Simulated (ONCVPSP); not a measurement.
u(r) = r·R(r): atom against pseudo-atom (Se (Z = 34))

Columns: radius, all-electron u(r) and pseudo u(r) of the 3s shell (level -212.66 eV) of selenium in the configuration [Ne] 3s2 3p6 3d10 4s2 4p4; LDA (Perdew-Wang 92), scalar-relativistic, ONCV scheme, ONCVPSP 4.0.1.

| r (bohr) | all-electron | pseudo |
| --- | --- | --- |
| 0.060 | -0.0573 | 0.2501 |
| 0.120 | -0.7725 | 0.4918 |
| 0.180 | -0.5964 | 0.7168 |
| 0.240 | 0.0071 | 0.9166 |
| 0.300 | 0.6287 | 1.0830 |
| 0.360 | 1.0922 | 1.2093 |
| 0.420 | 1.3634 | 1.2907 |
| 0.480 | 1.4704 | 1.3250 |
| 0.540 | 1.4607 | 1.3140 |
| 0.600 | 1.3768 | 1.2624 |
| 0.660 | 1.2513 | 1.1772 |
| 0.720 | 1.1082 | 1.0681 |
| 0.780 | 0.9626 | 0.9450 |
| 0.840 | 0.8237 | 0.8180 |
| 0.900 | 0.6966 | 0.6954 |
| 0.960 | 0.5836 | 0.5834 |
| 1.020 | 0.4852 | 0.4850 |
| 1.080 | 0.4009 | 0.4007 |
| 1.140 | 0.3294 | 0.3293 |
| 1.200 | 0.2696 | 0.2695 |
| 1.260 | 0.2197 | 0.2197 |
| 1.320 | 0.1785 | 0.1785 |
| 1.380 | 0.1446 | 0.1446 |
| 1.440 | 0.1169 | 0.1169 |
| 1.500 | 0.0943 | 0.0942 |
| 1.560 | 0.0759 | 0.0759 |

How many radial nodes do the two functions have?

The all-electron 3s function has n − l − 1 = 2 (the table is too coarse to show those close to the nucleus); the pseudo-wave has 0, since the states of the same l below it are removed with the core.

At about which radius was the pseudo-wave matched?

1.00 bohr, where the columns begin to agree (steps of 0.06 bohr).

Where does each function peak?

Outermost all-electron maximum near 0.48 bohr, pseudo maximum near 0.48 bohr (to the table’s step).

Is the pseudo-wave norm-conserving?

Yes: the ONCV scheme keeps the norm inside the radius equal to the all-electron one, which fixes the energy derivative of the logarithmic derivative at the level.
